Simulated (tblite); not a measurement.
Parent: `[CH3:1][O:2][Si@H:3]([NH2:4])[OH:5]` with C1–O2–Si3–N4 169°, O2–Si3–N4–H -68° and 64°, O2–Si3–O5–H 170°, CH7NO2Si.

Structures optimised with GFN2-xTB, isolated species. One conformer each, not checked by frequencies here.

```
coordinate of the parent    value
                   C1–O2  1.398 Å
                  O2–Si3  1.622 Å
                  Si3–N4  1.721 Å
                  Si3–O5  1.631 Å
               C1–O2–Si3   127.8°
               O2–Si3–N4   110.5°
               O2–Si3–O5   107.0°
               N4–Si3–O5   109.8°
```

Problem. How does the shared frame change in `[CH3:1][O:2][CH2:3][Si@:4]([NH2:5])([OH:6])[O:7][CH3:8]` with C1–O2–C3–Si4 -177°, O2–C3–Si4–N5 -55°, C3–Si4–N5–H 41° and 172°, C3–Si4–O6–H 73°, C3–Si4–O7–C8 67°, C3H11NO3Si? Atoms pair as C1 = C8, O2 = O7, Si3 = Si4, N4 = N5, O5 = O6 (parent first).

Solution. 
| parent | relative | value in the relative | change |
| --- | --- | --- | --- |
| C1–O2 | C8–O7 | 1.403 Å | +0.005 |
| O2–Si3 | O7–Si4 | 1.624 Å | +0.002 |
| Si3–N4 | Si4–N5 | 1.720 Å | -0.001 |
| Si3–O5 | Si4–O6 | 1.638 Å | +0.007 |
| C1–O2–Si3 | C8–O7–Si4 | 128.8° | +1.0 |
| O2–Si3–N4 | O7–Si4–N5 | 110.4° | -0.1 |
| O2–Si3–O5 | O7–Si4–O6 | 106.4° | -0.6 |
| N4–Si3–O5 | N5–Si4–O6 | 110.6° | +0.8 |

Of the parent's bonds, Si3–O5 changes most (+0.007 Å). Bonds of the relative outside the shared frame: C1–O2 1.401, O2–C3 1.417, C3–Si4 1.910 Å. Point group C1 → C1.

Problem. How does the shared frame change in `[CH3:1][O:2][Si:3]([NH2:4])([NH2:5])[OH:6]` with C1–O2–Si3–N4 172°, O2–Si3–N4–H 63° and -67°, O2–Si3–N5–H -47° and 180°, O2–Si3–O6–H 179°, CH8N2O2Si? Atoms pair as C1 = C1, O2 = O2, Si3 = Si3, N4 = N4, O5 = O6 (parent first).

Solution. 
```
   parent   relative  value in the relative  change
    C1–O2      C1–O2                1.401 Å  +0.003
   O2–Si3     O2–Si3                1.625 Å  +0.003
   Si3–N4     Si3–N4                1.731 Å  +0.010
   Si3–O5     Si3–O6                1.630 Å  -0.001
C1–O2–Si3  C1–O2–Si3                 126.8°    -1.0
O2–Si3–N4  O2–Si3–N4                 109.1°    -1.4
O2–Si3–O5  O2–Si3–O6                 108.4°    +1.4
N4–Si3–O5  N4–Si3–O6                 108.7°    -1.1
```

Of the parent's bonds, Si3–N4 changes most (+0.010 Å). Bonds of the relative outside the shared frame: Si3–N5 1.732 Å. Point group C1 → C1.

Problem. How does the shared frame change in `[CH2:1]=[CH:2][CH2:3][Si@@:4]([NH2:5])([OH:6])[O:7][CH3:8]` with C1–C2–C3–Si4 -104°, C2–C3–Si4–N5 -62°, C3–Si4–N5–H -51° and 176°, C3–Si4–O6–H -55°, C3–Si4–O7–C8 -78°, C4H11NO2Si? Atoms pair as C1 = C8, O2 = O7, Si3 = Si4, N4 = N5, O5 = O6 (parent first).

Solution. 
| parent | relative | value in the relative | change |
| --- | --- | --- | --- |
| C1–O2 | C8–O7 | 1.402 Å | +0.004 |
| O2–Si3 | O7–Si4 | 1.628 Å | +0.006 |
| Si3–N4 | Si4–N5 | 1.724 Å | +0.003 |
| Si3–O5 | Si4–O6 | 1.633 Å | +0.002 |
| C1–O2–Si3 | C8–O7–Si4 | 128.3° | +0.5 |
| O2–Si3–N4 | O7–Si4–N5 | 109.8° | -0.7 |
| O2–Si3–O5 | O7–Si4–O6 | 106.6° | -0.4 |
| N4–Si3–O5 | N5–Si4–O6 | 109.7° | -0.1 |

Of the parent's bonds, O2–Si3 changes most (+0.006 Å). Bonds of the relative outside the shared frame: C1=C2 1.322, C2–C3 1.487, C3–Si4 1.913 Å. Point group C1 → C1.

All values are computed, not measured.
